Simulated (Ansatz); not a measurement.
Molecular dynamics of CH₇BN₂

Input:

```yaml
crystal:
  periodic: [false, false, false]
  atoms:
    - { symbol: B, position_ang: [-0.07472, 0.051988, 0.013316] }
    - { symbol: C, position_ang: [-0.003206, 0.059885, 1.560116] }
    - { symbol: H, position_ang: [0.235602, 1.077356, 1.900866] }
    - { symbol: H, position_ang: [-0.853158, -0.501398, 2.06338] }
    - { symbol: H, position_ang: [0.881772, -0.645411, 1.709627] }
    - { symbol: "N", position_ang: [1.21884, 0.215914, -0.739709] }
    - { symbol: H, position_ang: [1.360811, 0.114122, -1.780024] }
    - { symbol: H, position_ang: [2.150783, 0.711581, -0.302354] }
    - { symbol: "N", position_ang: [-1.199187, -0.314187, -0.759638] }
    - { symbol: H, position_ang: [-2.054682, -0.98061, -0.62585] }
    - { symbol: H, position_ang: [-1.203912, -0.009969, -1.793933] }
basis:
  gaussian: { orbitals: STO-3G }
hamiltonian:
  xc: blyp
md:
  timestep: 0.5
  n_steps: 166
  ensemble: nvt_nose_hoover
  temperature: 200.0
  initial_velocities: maxwell_boltzmann
  seed: 11976
  nose_hoover: { tau: 3.0, chain_length: 1 }
```

Command:

```bash
$ ansatz run input.yaml --threads 1 --pin off --max-ram 2048MiB --backend cpu --events-out ev --progress --plain --runs-dir out
```

It goes on from the last frame of an earlier run, with new velocities.

Output, in part (one step line in 2, the closing report, with atoms numbered from 0):

```
md step     0: t =     0.00 fs  T =   200.0 K  F+E_penalty+E_count = -4744.82937898 eV  E_kin = 0.232668 eV  conserved = -4744.59671098 eV  (22 SCF iters)
md step     2: t =     1.00 fs  T =   295.9 K  F+E_penalty+E_count = -4744.94737139 eV  E_kin = 0.344233 eV  conserved = -4744.59874446 eV  (27 SCF iters)
md step     4: t =     2.00 fs  T =   386.6 K  F+E_penalty+E_count = -4745.10553035 eV  E_kin = 0.449741 eV  conserved = -4744.60079549 eV  (27 SCF iters)
md step     6: t =     3.00 fs  T =   352.1 K  F+E_penalty+E_count = -4745.20373996 eV  E_kin = 0.409560 eV  conserved = -4744.60120251 eV  (26 SCF iters)
md step     8: t =     4.00 fs  T =   259.9 K  F+E_penalty+E_count = -4745.26589007 eV  E_kin = 0.302349 eV  conserved = -4744.60139086 eV  (26 SCF iters)
md step    10: t =     5.00 fs  T =   201.8 K  F+E_penalty+E_count = -4745.34387068 eV  E_kin = 0.234815 eV  conserved = -4744.60182065 eV  (26 SCF iters)
md step    12: t =     6.00 fs  T =   181.1 K  F+E_penalty+E_count = -4745.44443623 eV  E_kin = 0.210633 eV  conserved = -4744.60334548 eV  (26 SCF iters)
md step    14: t =     7.00 fs  T =   155.7 K  F+E_penalty+E_count = -4745.52108396 eV  E_kin = 0.181094 eV  conserved = -4744.60430860 eV  (26 SCF iters)
md step    16: t =     8.00 fs  T =   123.6 K  F+E_penalty+E_count = -4745.56205341 eV  E_kin = 0.143796 eV  conserved = -4744.60422168 eV  (23 SCF iters)
md step    18: t =     9.00 fs  T =   108.3 K  F+E_penalty+E_count = -4745.59760165 eV  E_kin = 0.126037 eV  conserved = -4744.60416506 eV  (26 SCF iters)
md step    20: t =    10.00 fs  T =   113.7 K  F+E_penalty+E_count = -4745.64261117 eV  E_kin = 0.132270 eV  conserved = -4744.60451668 eV  (26 SCF iters)
md step    22: t =    11.00 fs  T =   125.8 K  F+E_penalty+E_count = -4745.68564142 eV  E_kin = 0.146369 eV  conserved = -4744.60491483 eV  (26 SCF iters)
md step    24: t =    12.00 fs  T =   132.8 K  F+E_penalty+E_count = -4745.71232780 eV  E_kin = 0.154522 eV  conserved = -4744.60500706 eV  (26 SCF iters)
md step    26: t =    13.00 fs  T =   136.0 K  F+E_penalty+E_count = -4745.72319485 eV  E_kin = 0.158158 eV  conserved = -4744.60483665 eV  (26 SCF iters)
md step    28: t =    14.00 fs  T =   145.5 K  F+E_penalty+E_count = -4745.73041825 eV  E_kin = 0.169308 eV  conserved = -4744.60471088 eV  (26 SCF iters)
md step    30: t =    15.00 fs  T =   167.2 K  F+E_penalty+E_count = -4745.74079686 eV  E_kin = 0.194516 eV  conserved = -4744.60487364 eV  (26 SCF iters)
md step    32: t =    16.00 fs  T =   191.4 K  F+E_penalty+E_count = -4745.74420905 eV  E_kin = 0.222653 eV  conserved = -4744.60494905 eV  (26 SCF iters)
md step    34: t =    17.00 fs  T =   208.2 K  F+E_penalty+E_count = -4745.73336536 eV  E_kin = 0.242224 eV  conserved = -4744.60457615 eV  (23 SCF iters)
md step    36: t =    18.00 fs  T =   226.8 K  F+E_penalty+E_count = -4745.72440150 eV  E_kin = 0.263791 eV  conserved = -4744.60421955 eV  (26 SCF iters)
md step    38: t =    19.00 fs  T =   256.9 K  F+E_penalty+E_count = -4745.73488515 eV  E_kin = 0.298898 eV  conserved = -4744.60433139 eV  (26 SCF iters)
md step    40: t =    20.00 fs  T =   282.0 K  F+E_penalty+E_count = -4745.75653545 eV  E_kin = 0.328055 eV  conserved = -4744.60469318 eV  (26 SCF iters)
md step    42: t =    21.00 fs  T =   273.1 K  F+E_penalty+E_count = -4745.76655105 eV  E_kin = 0.317765 eV  conserved = -4744.60479906 eV  (26 SCF iters)
md step    44: t =    22.00 fs  T =   232.4 K  F+E_penalty+E_count = -4745.76004042 eV  E_kin = 0.270321 eV  conserved = -4744.60457326 eV  (26 SCF iters)
md step    46: t =    23.00 fs  T =   189.8 K  F+E_penalty+E_count = -4745.75337259 eV  E_kin = 0.220752 eV  conserved = -4744.60449557 eV  (25 SCF iters)
md step    48: t =    24.00 fs  T =   160.8 K  F+E_penalty+E_count = -4745.75376503 eV  E_kin = 0.187074 eV  conserved = -4744.60481314 eV  (26 SCF iters)
md step    50: t =    25.00 fs  T =   137.3 K  F+E_penalty+E_count = -4745.74795555 eV  E_kin = 0.159670 eV  conserved = -4744.60500380 eV  (26 SCF iters)
md step    52: t =    26.00 fs  T =   114.6 K  F+E_penalty+E_count = -4745.72932621 eV  E_kin = 0.133326 eV  conserved = -4744.60478411 eV  (23 SCF iters)
md step    54: t =    27.00 fs  T =   102.9 K  F+E_penalty+E_count = -4745.71053285 eV  E_kin = 0.119721 eV  conserved = -4744.60456436 eV  (26 SCF iters)
md step    56: t =    28.00 fs  T =   111.8 K  F+E_penalty+E_count = -4745.70282398 eV  E_kin = 0.130052 eV  conserved = -4744.60463929 eV  (26 SCF iters)
md step    58: t =    29.00 fs  T =   139.5 K  F+E_penalty+E_count = -4745.69992875 eV  E_kin = 0.162336 eV  conserved = -4744.60482455 eV  (26 SCF iters)
md step    60: t =    30.00 fs  T =   175.5 K  F+E_penalty+E_count = -4745.68493555 eV  E_kin = 0.204118 eV  conserved = -4744.60470597 eV  (26 SCF iters)
md step    62: t =    31.00 fs  T =   213.4 K  F+E_penalty+E_count = -4745.65249506 eV  E_kin = 0.248205 eV  conserved = -4744.60414484 eV  (26 SCF iters)
md step    64: t =    32.00 fs  T =   262.7 K  F+E_penalty+E_count = -4745.62138540 eV  E_kin = 0.305601 eV  conserved = -4744.60378995 eV  (26 SCF iters)
md step    66: t =    33.00 fs  T =   318.2 K  F+E_penalty+E_count = -4745.60221470 eV  E_kin = 0.370169 eV  conserved = -4744.60429362 eV  (25 SCF iters)
md step    68: t =    34.00 fs  T =   323.1 K  F+E_penalty+E_count = -4745.56123262 eV  E_kin = 0.375901 eV  conserved = -4744.60450432 eV  (26 SCF iters)
md step    70: t =    35.00 fs  T =   256.2 K  F+E_penalty+E_count = -4745.48372652 eV  E_kin = 0.298020 eV  conserved = -4744.60366908 eV  (23 SCF iters)
md step    72: t =    36.00 fs  T =   185.2 K  F+E_penalty+E_count = -4745.41776818 eV  E_kin = 0.215423 eV  conserved = -4744.60314844 eV  (26 SCF iters)
md step    74: t =    37.00 fs  T =   156.7 K  F+E_penalty+E_count = -4745.39608571 eV  E_kin = 0.182281 eV  conserved = -4744.60350202 eV  (26 SCF iters)
md step    76: t =    38.00 fs  T =   157.5 K  F+E_penalty+E_count = -4745.39969554 eV  E_kin = 0.183277 eV  conserved = -4744.60409331 eV  (26 SCF iters)
md step    78: t =    39.00 fs  T =   159.5 K  F+E_penalty+E_count = -4745.39523423 eV  E_kin = 0.185497 eV  conserved = -4744.60409119 eV  (26 SCF iters)
md step    80: t =    40.00 fs  T =   161.9 K  F+E_penalty+E_count = -4745.38224371 eV  E_kin = 0.188390 eV  conserved = -4744.60333050 eV  (26 SCF iters)
md step    82: t =    41.00 fs  T =   198.7 K  F+E_penalty+E_count = -4745.39984486 eV  E_kin = 0.231116 eV  conserved = -4744.60301410 eV  (26 SCF iters)
md step    84: t =    42.00 fs  T =   278.1 K  F+E_penalty+E_count = -4745.46137142 eV  E_kin = 0.323531 eV  conserved = -4744.60399105 eV  (26 SCF iters)
md step    86: t =    43.00 fs  T =   328.6 K  F+E_penalty+E_count = -4745.50958068 eV  E_kin = 0.382330 eV  conserved = -4744.60456931 eV  (26 SCF iters)
md step    88: t =    44.00 fs  T =   297.1 K  F+E_penalty+E_count = -4745.50922404 eV  E_kin = 0.345609 eV  conserved = -4744.60388470 eV  (22 SCF iters)
md step    90: t =    45.00 fs  T =   237.6 K  F+E_penalty+E_count = -4745.50329972 eV  E_kin = 0.276397 eV  conserved = -4744.60347241 eV  (26 SCF iters)
md step    92: t =    46.00 fs  T =   201.8 K  F+E_penalty+E_count = -4745.52554621 eV  E_kin = 0.234742 eV  conserved = -4744.60379968 eV  (24 SCF iters)
md step    94: t =    47.00 fs  T =   185.2 K  F+E_penalty+E_count = -4745.56418576 eV  E_kin = 0.215450 eV  conserved = -4744.60443029 eV  (26 SCF iters)
md step    96: t =    48.00 fs  T =   167.1 K  F+E_penalty+E_count = -4745.59248617 eV  E_kin = 0.194389 eV  conserved = -4744.60477867 eV  (25 SCF iters)
md step    98: t =    49.00 fs  T =   145.4 K  F+E_penalty+E_count = -4745.60359056 eV  E_kin = 0.169152 eV  conserved = -4744.60453110 eV  (26 SCF iters)
md step   100: t =    50.00 fs  T =   138.9 K  F+E_penalty+E_count = -4745.61905640 eV  E_kin = 0.161600 eV  conserved = -4744.60429064 eV  (26 SCF iters)
md step   102: t =    51.00 fs  T =   157.0 K  F+E_penalty+E_count = -4745.65351690 eV  E_kin = 0.182655 eV  conserved = -4744.60469079 eV  (26 SCF iters)
md step   104: t =    52.00 fs  T =   180.6 K  F+E_penalty+E_count = -4745.68714998 eV  E_kin = 0.210094 eV  conserved = -4744.60511727 eV  (26 SCF iters)
md step   106: t =    53.00 fs  T =   189.3 K  F+E_penalty+E_count = -4745.69845903 eV  E_kin = 0.220209 eV  conserved = -4744.60493395 eV  (23 SCF iters)
md step   108: t =    54.00 fs  T =   189.3 K  F+E_penalty+E_count = -4745.69674395 eV  E_kin = 0.220186 eV  conserved = -4744.60465533 eV  (25 SCF iters)
md step   110: t =    55.00 fs  T =   193.9 K  F+E_penalty+E_count = -4745.69819228 eV  E_kin = 0.225601 eV  conserved = -4744.60465271 eV  (26 SCF iters)
md step   112: t =    56.00 fs  T =   203.3 K  F+E_penalty+E_count = -4745.70368835 eV  E_kin = 0.236516 eV  conserved = -4744.60478707 eV  (26 SCF iters)
md step   114: t =    57.00 fs  T =   208.3 K  F+E_penalty+E_count = -4745.70461423 eV  E_kin = 0.242363 eV  conserved = -4744.60486425 eV  (26 SCF iters)
md step   116: t =    58.00 fs  T =   203.9 K  F+E_penalty+E_count = -4745.69622136 eV  E_kin = 0.237200 eV  conserved = -4744.60467032 eV  (26 SCF iters)
md step   118: t =    59.00 fs  T =   199.6 K  F+E_penalty+E_count = -4745.68898877 eV  E_kin = 0.232164 eV  conserved = -4744.60441326 eV  (25 SCF iters)
md step   120: t =    60.00 fs  T =   206.5 K  F+E_penalty+E_count = -4745.69547701 eV  E_kin = 0.240229 eV  conserved = -4744.60459249 eV  (25 SCF iters)
md step   122: t =    61.00 fs  T =   214.9 K  F+E_penalty+E_count = -4745.70559092 eV  E_kin = 0.250052 eV  conserved = -4744.60488132 eV  (25 SCF iters)
md step   124: t =    62.00 fs  T =   210.5 K  F+E_penalty+E_count = -4745.70406808 eV  E_kin = 0.244901 eV  conserved = -4744.60475515 eV  (23 SCF iters)
md step   126: t =    63.00 fs  T =   198.9 K  F+E_penalty+E_count = -4745.69664636 eV  E_kin = 0.231369 eV  conserved = -4744.60465688 eV  (26 SCF iters)
md step   128: t =    64.00 fs  T =   188.2 K  F+E_penalty+E_count = -4745.68994530 eV  E_kin = 0.218946 eV  conserved = -4744.60474659 eV  (26 SCF iters)
md step   130: t =    65.00 fs  T =   178.1 K  F+E_penalty+E_count = -4745.68081572 eV  E_kin = 0.207233 eV  conserved = -4744.60477473 eV  (26 SCF iters)
md step   132: t =    66.00 fs  T =   168.7 K  F+E_penalty+E_count = -4745.66736570 eV  E_kin = 0.196255 eV  conserved = -4744.60476465 eV  (26 SCF iters)
md step   134: t =    67.00 fs  T =   161.3 K  F+E_penalty+E_count = -4745.64966209 eV  E_kin = 0.187591 eV  conserved = -4744.60469635 eV  (25 SCF iters)
md step   136: t =    68.00 fs  T =   159.3 K  F+E_penalty+E_count = -4745.63063993 eV  E_kin = 0.185355 eV  conserved = -4744.60452559 eV  (26 SCF iters)
md step   138: t =    69.00 fs  T =   169.3 K  F+E_penalty+E_count = -4745.61683400 eV  E_kin = 0.196989 eV  conserved = -4744.60449169 eV  (26 SCF iters)
md step   140: t =    70.00 fs  T =   190.2 K  F+E_penalty+E_count = -4745.60641474 eV  E_kin = 0.221257 eV  conserved = -4744.60457088 eV  (25 SCF iters)
md step   142: t =    71.00 fs  T =   213.1 K  F+E_penalty+E_count = -4745.59122411 eV  E_kin = 0.247924 eV  conserved = -4744.60429604 eV  (23 SCF iters)
md step   144: t =    72.00 fs  T =   238.8 K  F+E_penalty+E_count = -4745.57834563 eV  E_kin = 0.277821 eV  conserved = -4744.60410601 eV  (26 SCF iters)
md step   146: t =    73.00 fs  T =   263.6 K  F+E_penalty+E_count = -4745.57244187 eV  E_kin = 0.306632 eV  conserved = -4744.60420707 eV  (26 SCF iters)
md step   148: t =    74.00 fs  T =   270.9 K  F+E_penalty+E_count = -4745.56513618 eV  E_kin = 0.315136 eV  conserved = -4744.60409138 eV  (26 SCF iters)
md step   150: t =    75.00 fs  T =   258.6 K  F+E_penalty+E_count = -4745.55894992 eV  E_kin = 0.300878 eV  conserved = -4744.60401464 eV  (26 SCF iters)
md step   152: t =    76.00 fs  T =   235.4 K  F+E_penalty+E_count = -4745.55815606 eV  E_kin = 0.273841 eV  conserved = -4744.60419690 eV  (26 SCF iters)
md step   154: t =    77.00 fs  T =   205.5 K  F+E_penalty+E_count = -4745.55676352 eV  E_kin = 0.239082 eV  conserved = -4744.60436471 eV  (26 SCF iters)
md step   156: t =    78.00 fs  T =   174.6 K  F+E_penalty+E_count = -4745.55080586 eV  E_kin = 0.203093 eV  conserved = -4744.60445190 eV  (26 SCF iters)
md step   158: t =    79.00 fs  T =   148.9 K  F+E_penalty+E_count = -4745.54128881 eV  E_kin = 0.173222 eV  conserved = -4744.60450943 eV  (26 SCF iters)
md step   160: t =    80.00 fs  T =   133.6 K  F+E_penalty+E_count = -4745.53188080 eV  E_kin = 0.155414 eV  conserved = -4744.60435091 eV  (23 SCF iters)
md step   162: t =    81.00 fs  T =   136.7 K  F+E_penalty+E_count = -4745.53237784 eV  E_kin = 0.158992 eV  conserved = -4744.60441214 eV  (26 SCF iters)
md step   164: t =    82.00 fs  T =   154.6 K  F+E_penalty+E_count = -4745.53831996 eV  E_kin = 0.179835 eV  conserved = -4744.60461860 eV  (26 SCF iters)
md step   166: t =    83.00 fs  T =   176.0 K  F+E_penalty+E_count = -4745.53613185 eV  E_kin = 0.204769 eV  conserved = -4744.60430213 eV  (23 SCF iters)
Total energy: -4745.53639760 eV, -174.3952459719 hartree
Atom 0 at    -0.012607     0.011352    -0.029997 Å, force    -1.641215    -0.522275     0.778595 eV/Å
Atom 1 at     0.031101     0.028984     1.586967 Å, force    -0.292841     0.100994     0.031880 eV/Å
Atom 2 at     0.028734     1.061385     2.008027 Å, force     0.039585    -0.175909    -0.054272 eV/Å
Atom 3 at    -0.858819    -0.486517     1.996694 Å, force    -0.057581     0.043346     0.132567 eV/Å
Atom 4 at     0.925981    -0.499707     2.005167 Å, force    -0.277581     0.267980    -0.306606 eV/Å
Atom 5 at     1.157725     0.258029    -0.735100 Å, force     1.999795     0.201577    -1.257724 eV/Å
Atom 6 at     1.407969    -0.198861    -1.655600 Å, force    -0.212333     0.647373     0.199510 eV/Å
Atom 7 at     1.981353     0.722982    -0.284638 Å, force     0.150068    -0.436471    -0.009688 eV/Å
Atom 8 at    -1.186897    -0.321093    -0.798626 Å, force    -0.189367     0.260744    -0.834247 eV/Å
Atom 9 at    -2.171455    -0.384370    -0.406859 Å, force     0.624195    -0.041044    -0.186280 eV/Å
Atom 10 at    -1.192971    -0.134514    -1.868797 Å, force    -0.142724    -0.346315     1.506266 eV/Å
Dipole moment:     0.025262     0.038302    -0.288081 e Å
```

The run went to its last step. The conserved energy stayed within 0.77 meV per atom of its start (net change -0.69 meV per atom), so the integration is sound. A run of 0.083 ps of so small a system gives no equilibrium averages. Limits of this set-up: minimal basis.

The same pairs are bonded in the first frame and the last. Pairs count as bonded within 1.25 times the sum of covalent radii (0.12 Å more for H–H).

Last frame:

```xyz
11
Properties=species:S:1:pos:R:3
B -0.013 0.011 -0.030
C 0.031 0.029 1.587
H 0.029 1.061 2.008
H -0.859 -0.486 1.997
H 0.926 -0.500 2.005
N 1.158 0.258 -0.735
H 1.408 -0.199 -1.656
H 1.981 0.723 -0.285
N -1.187 -0.321 -0.799
H -2.171 -0.384 -0.407
H -1.193 -0.135 -1.869
```

Run time: 3.4 min on 1 thread of Intel(R) Xeon(R) CPU @ 2.60GHz (Ice Lake), with other jobs on the host, peak memory 0.1 GiB.
